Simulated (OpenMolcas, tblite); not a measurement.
## CH3BFNO (SMILES NC1(F)BO1): methods side by side

CH3BFNO: 8 atoms, total charge 0, spin state singlet. SMILES: `NC1(F)BO1`. The shape is that of a PBE0-D4/def2-TZVP optimisation. This is one conformer, not always the lowest.

| atom | x (Å) | y (Å) | z (Å) |
| --- | --- | --- | --- |
| N | -0.4310 | 1.1484 | 0.1846 |
| C | 0.0541 | -0.0612 | -0.2896 |
| F | 0.1221 | -0.1327 | -1.6583 |
| B | 0.3376 | -1.3072 | 0.5151 |
| O | 1.3469 | -0.4730 | 0.2553 |
| H | -1.4395 | 1.1701 | 0.2114 |
| H | -0.0753 | 1.9416 | -0.3362 |
| H | 0.1772 | -2.3431 | 1.0619 |

Quantity: the energy change with the N1–C2 bond stretched from 1.387 to 1.595 Å, in eV. The values are calculated.

| level | kind | program | value (eV) | less CCSD(T)/6-31G* |
| --- | --- | --- | --- | --- |
| GFN2-xTB | semi-empirical | tblite | 0.53 | +0.02 |
| HF/6-31G* (spherical functions) (restricted) | Hartree–Fock | OpenMolcas | 0.67 | +0.16 |
| SVWN5/6-31G* (spherical functions) (restricted) | LDA | OpenMolcas | 0.63 | +0.12 |
| BLYP/6-31G* (spherical functions) (restricted) | GGA | OpenMolcas | 0.40 | -0.11 |
| M06-L/6-31G* (spherical functions) (restricted) | meta-GGA | OpenMolcas | 0.57 | +0.06 |
| TPSS/6-31G* (spherical functions) (restricted) | meta-GGA | OpenMolcas | 0.46 | -0.05 |
| B3LYP/6-31G* (Cartesian functions) (restricted) | global hybrid | OpenMolcas | 0.52 | +0.01 |
| B2PLYP/6-31G* (spherical functions) (restricted) | double hybrid | OpenMolcas | 0.54 | +0.03 |
| MP2/6-31G* (spherical functions) (restricted) | perturbation theory | OpenMolcas | 0.55 | +0.04 |
| CCSD(T)/6-31G* (spherical functions) (restricted) | coupled cluster or CI | OpenMolcas | 0.51 | 0.00 |

Differences are taken from CCSD(T)/6-31G* (spherical functions) (restricted) for orientation; it has basis-set and higher-order errors of its own. The first shape isn't each level's own minimum. The values span 0.40 to 0.67 eV.
